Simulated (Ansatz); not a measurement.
Ansatz (a program for electronic structure) input (PBE/def2-SVP):

Ansatz 0.2 input:
```yaml
crystal:
  periodic: [false, false, false]
  atoms:
    - {symbol: Ca, position_ang: [-0.00000000, -0.00000000, -0.64726500]}
    - {symbol: O, position_ang: [0.00000000, 0.00000000, 1.33221000]}
    - {symbol: H, position_ang: [0.00000000, 0.00000000, 2.28763100]}
basis:
  gaussian:
    orbitals: def2-SVP
hamiltonian:
  xc: {name: PBE}
magnetization: {spin_polarized: true, initial_magnetization: 1}
output: {forces: true}
```

Output:

```
Functional definition: PBE
integrals: 0.01 GiB planned
485 factors; their error is unknown
mean field: 0.11 GiB planned
mean field evaluation 1: about -20481.4072 eV, gradient 4.7e1 eV
mean field evaluation 2: about -20304.3026 eV, gradient 1.4e2 eV
mean field evaluation 4: about -20489.6648 eV, gradient 7.4e0 eV
mean field evaluation 8: about -20490.0419 eV, gradient 6.3e-2 eV
mean field -20490.04193144 eV, -752.9951523310 hartree, gradient 3.8e-5 eV, S^2 0.750264; 0 other end points of the search recorded, 0 dependent functions left out
the calculation of the forces begins
reference -20490.04199008 eV, -752.9951544862 hartree; 15, 14 occupied and 28, 29 virtual orbitals, 485 factors
Total energy: -20490.04199008 eV, -752.9951544862 hartree
Atom 0 at    -0.000000    -0.000000    -0.647265 Å, force     0.000000    -0.000000     0.382100 eV/Å
Atom 1 at     0.000000     0.000000     1.332210 Å, force    -0.000000    -0.000000    -1.094289 eV/Å
Atom 2 at     0.000000     0.000000     2.287631 Å, force     0.000000     0.000000     0.712189 eV/Å
Dipole moment:    -0.000000     0.000000    -0.198078 e Å
```

The geometry given is a B3LYP-D3(BJ)/def2-TZVP minimum.
